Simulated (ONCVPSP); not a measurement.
Pseudopotential generation for Ir (Z = 77): ONCV, PBE, scalar-relativistic.

The input file (ONCVPSP 4.0.1):

```
# ATOM AND REFERENCE CONFIGURATION
# atsym  z   nc   nv     iexc    psfile
  Ir 77.00   10    4        4      upf
#
#   n    l    f
    1    0    2.00
    2    0    2.00
    2    1    6.00
    3    0    2.00
    3    1    6.00
    3    2   10.00
    4    0    2.00
    4    1    6.00
    4    2   10.00
    4    3   14.00
    5    0    2.00
    5    1    6.00
    5    2    8.00
    6    0    1.00
#
# PSEUDOPOTENTIAL AND OPTIMIZATION
# lmax
    2
#
#   l,   rc,      ep,       ncon, nbas, qcut
    0    1.40    0.00    4    9    8.40
    1    1.50    0.00    3    8   11.40
    2    2.10    0.00    4    9    6.30
#
# LOCAL POTENTIAL
# lloc, lpopt,  rc(5),   dvloc0
    4    5    0.90   -1.00
#
# VANDERBILT-KLEINMAN-BYLANDER PROJECTORs
# l, nproj, debl
    0    2    3.20
    1    2    3.70
    2    2    3.30
#
# MODEL CORE CHARGE
# icmod, fcfact, rcfact
    1    0.50    0.00
#
# LOG DERIVATIVE ANALYSIS
# epsh1, epsh2, depsh
   -5.00    5.00    0.04
#
# OUTPUT GRID
# rlmax, drl
    6.00    0.01
#
# TEST CONFIGURATIONS
# ncnf
    4
# nvcnf
#   n    l    f
    4
    5    0    2.00
    5    1    6.00
    5    2    7.00
    6    0    2.00
#
    4
    5    0    2.00
    5    1    6.00
    5    2    7.00
    6    0    1.00
#
    4
    5    0    2.00
    5    1    6.00
    5    2    7.00
    6    0    0.00
#
    5
    5    0    2.00
    5    1    6.00
    5    2    7.00
    6    0    1.00
    6    1    1.00
#
```

Command:

```bash
oncvpsp.x < Ir.dat > Ir.out
```

Resulting log (shortened: citation, most of the input echo, consistency checks and plot data are left out):

```
ONCVPSP  (Optimized Norm-Conservinng Vanderbilt PSeudopotential)
scalar-relativistic version 4.0.1

#   n    l    f        energy (Ha)
    1    0    2.00    -2.7979535E+03
    2    0    2.00    -4.8936712E+02
    2    1    6.00    -4.2506301E+02
    3    0    2.00    -1.1438513E+02
    3    1    6.00    -9.5585886E+01
    3    2   10.00    -7.4912226E+01
    4    0    2.00    -2.4326084E+01
    4    1    6.00    -1.8161803E+01
    4    2   10.00    -1.0596072E+01
    4    3   14.00    -2.1881926E+00
    5    0    2.00    -3.5069344E+00
    5    1    6.00    -1.9221124E+00
    5    2    8.00    -1.9906832E-01
    6    0    1.00    -2.0395188E-01

Reference configufation results
  iterations    26
  all-electron total energy (Ha)   -1.78275618D+04

Begin loop to  construct optimized pseudo wave functions
and semi-local pseudopoentials for all angular momenta

Calculating optimized projector #   1

 for l=   0

    Fraction of norm inside rc  0.898817
    Optimizing pswf for qcut=   8.41 a_B^-1,  ecut=  35.34 Ha
    Residual kinetic energy error=  1.86D-05 Ha

    Energy error per electron        Cutoff
         Ha          eV             Ha
         0.01000     0.27211       22.73
         0.00100     0.02721       28.12
         0.00010     0.00272       32.31
         0.00001     0.00027       49.00

Calculating optimized projector #   2

 for l=   0

    Fraction of norm inside rc  0.041660
    Optimizing pswf for qcut=   8.41 a_B^-1,  ecut=  35.34 Ha
    Residual kinetic energy error=  8.20D-06 Ha

    Energy error per electron        Cutoff
         Ha          eV             Ha
         0.01000     0.27211       18.30
         0.00100     0.02721       25.47
         0.00010     0.00272       30.50
         0.00001     0.00027       35.16

   Wellstate for l =  1  n =  7
     eigenvalue =   1.7779
     asymptotic potential =   2.2779
     half-point radius =  3.4739

Calculating optimized projector #   1

 for l=   1

    Fraction of norm inside rc  0.835830
    Optimizing pswf for qcut=  11.39 a_B^-1,  ecut=  64.86 Ha
    Residual kinetic energy error=  1.43D-08 Ha

    Energy error per electron        Cutoff
         Ha          eV             Ha
         0.01000     0.27211       29.66
         0.00100     0.02721       38.79
         0.00010     0.00272       46.09
         0.00001     0.00027       51.97

Calculating optimized projector #   2

 for l=   1

    Fraction of norm inside rc  0.062123
    Optimizing pswf for qcut=  11.39 a_B^-1,  ecut=  64.86 Ha
    Residual kinetic energy error=  6.24D-09 Ha

    Energy error per electron        Cutoff
         Ha          eV             Ha
         0.01000     0.27211       24.80
         0.00100     0.02721       35.88
         0.00010     0.00272       44.11
         0.00001     0.00027       50.73

   Wellstate for l =  2  n =  7
     eigenvalue =   3.1009
     asymptotic potential =   3.6009
     half-point radius =  3.2807

Calculating optimized projector #   1

 for l=   2

    Fraction of norm inside rc  0.723663
    Optimizing pswf for qcut=   6.29 a_B^-1,  ecut=  19.81 Ha
    Residual kinetic energy error=  1.61D-05 Ha

    Energy error per electron        Cutoff
         Ha          eV             Ha
         0.01000     0.27211       12.32
         0.00100     0.02721       15.43
         0.00010     0.00272       17.92
         0.00001     0.00027       22.77

Calculating optimized projector #   2

 for l=   2

    Fraction of norm inside rc  0.232811
    Optimizing pswf for qcut=   6.29 a_B^-1,  ecut=  19.81 Ha
    Residual kinetic energy error=  2.60D-04 Ha

    Energy error per electron        Cutoff
         Ha          eV             Ha
         0.01000     0.27211       14.93
         0.00100     0.02721       18.29
         0.00010     0.00272       23.16
         0.00001     0.00027       59.51

Construct Vanderbilt / Kleinmman-Bylander projectors

B matrix Hermiticity error, ll=   0
   1   2    5.2161E-04

  Orthonormal projector coefficients  2.2940E+01  2.5229E+00

B matrix Hermiticity error, ll=   1
   1   2   -5.8460E-04

  Orthonormal projector coefficients  1.9004E+01  2.0330E+00

B matrix Hermiticity error, ll=   2
   1   2   -3.6475E-04

  Orthonormal projector coefficients -3.7127E+01  4.8756E+00

Model core correction analysis
  based on d2Exc/dn_idn_j

d2excae - all-electron derivatives

   -2.950234D-02   -2.533979D-02   -1.148232D-02   -1.385437D-03
   -2.534675D-02   -2.486130D-02   -1.435803D-02   -1.634753D-03
   -1.156863D-02   -1.457657D-02   -1.357568D-02   -2.948958D-03
   -1.524761D-03   -2.056548D-03   -3.808153D-03   -2.046856D-03

d2excps - pseudofunction derivatives with no core correction

   -8.768486D-02   -2.769242D-02   -1.153262D-02   -2.248116D-03
   -2.769797D-02   -3.234725D-02   -1.641756D-02   -2.465322D-03
   -1.160972D-02   -1.664081D-02   -1.444454D-02   -3.184099D-03
   -2.373045D-03   -2.895997D-03   -4.061511D-03   -2.198608D-03

rms 2nd derivative error    1.471515E-02

Polynomial model core charge

d2excps - pseudofunction derivatives with core correction

   -3.383528D-02   -2.042004D-02   -9.811232D-03   -9.974872D-04
   -2.042602D-02   -2.524982D-02   -1.463028D-02   -1.622616D-03
   -9.887053D-03   -1.484967D-02   -1.394124D-02   -2.973715D-03
   -1.119927D-03   -2.046050D-03   -3.836474D-03   -2.036189D-03

rms 2nd derivative error    2.144200E-03

Pseudoatom total energy -106.127973

Diagnostic tests using Vanderbilt-Kleinman-Bylander pseudopotentials
  1 or more projectors used as specified by nproj input data

   l    rcore       rmatch      e in        delta e   norm test  slope test

   0   1.4000183   1.4425258  -3.5069344  -0.0024626   1.0683802   1.0677503
   0   1.4000183   1.4425258  -0.2039519   0.0000100   1.0000839   1.0000632

   1   1.5042134   1.5498846  -1.9221124  -0.0000106   1.0001758   1.0001891
   1   1.5042134   1.5498846   1.7778876   0.0000804   1.0005001   1.0005001

   2   2.1027923   2.1666377  -0.1990683   0.0000032   1.0000481   1.0000658
   2   2.1027923   2.1666377   3.1009317   0.0000662   1.0002746   1.0002746

 Testing for bound ghosts
   n   l    E NL Schr. Eq   E Basis Diag.   E Cutoff

   1   0       -3.509397       -3.509392    178.70
       0                       -3.491123    178.70  WARNING - GHOST(-)
   2   0       -0.203942       -0.085803    178.70

   2   1       -1.922123       -1.922100    134.16

       2                      -29.485539    100.29  WARNING - GHOST(-)
   3   2       -0.199065       -0.198091    100.29

 Testing for highly-localized positive-energy ghosts
       l    <radius>/rc     E Basis Diag.   E Cutoff

       1        0.664826       10.448116    134.16  WARNING - GHOST(+)

Test configuration 0

psatom: WARNING lschvkbb convergence error n,l,iter=   1   0   7
ea(ii),et,emin,emax -3.495079E+00 -3.844587E+00 -3.844587E+00 -3.844587E+00
run_config: WARNING for fully non-local PS atom, stg. 2
 WARNING no output for configuration 1

Test configuration 1

psatom: WARNING lschvkbb convergence error n,l,iter=   1   0   5
ea(ii),et,emin,emax -3.511270E+00 -3.725738E+00 -3.725738E+00 -3.725738E+00
run_config: WARNING for fully non-local PS atom, stg. 1
 WARNING no output for configuration 2

Test configuration 2

psatom: WARNING lschvkbb convergence error n,l,iter=   1   0   5
ea(ii),et,emin,emax -3.518303E+00 -3.819987E+00 -3.819987E+00 -3.819987E+00
run_config: WARNING for fully non-local PS atom, stg. 1
 WARNING no output for configuration 3

Test configuration 3

psatom: WARNING lschvkbb convergence error n,l,iter=   1   0   5
ea(ii),et,emin,emax -3.525515E+00 -3.878067E+00 -3.878067E+00 -3.878067E+00
run_config: WARNING for fully non-local PS atom, stg. 1
 WARNING no output for configuration 4

Test configuration 4

psatom: WARNING lschvkbb convergence error n,l,iter=   1   0   5
ea(ii),et,emin,emax -3.518303E+00 -3.819987E+00 -3.819987E+00 -3.819987E+00
run_config: WARNING for fully non-local PS atom, stg. 1
 WARNING no output for configuration 5
```

Note: ghosts flagged at negative energy: s at -95.0 eV, d at -802.3 eV; GHOST(+) flagged for p at 284.3 eV. A true bound ghost makes a file unfit for plane-wave use.

The run took about 3.8 s on one core of a shared server CPU.
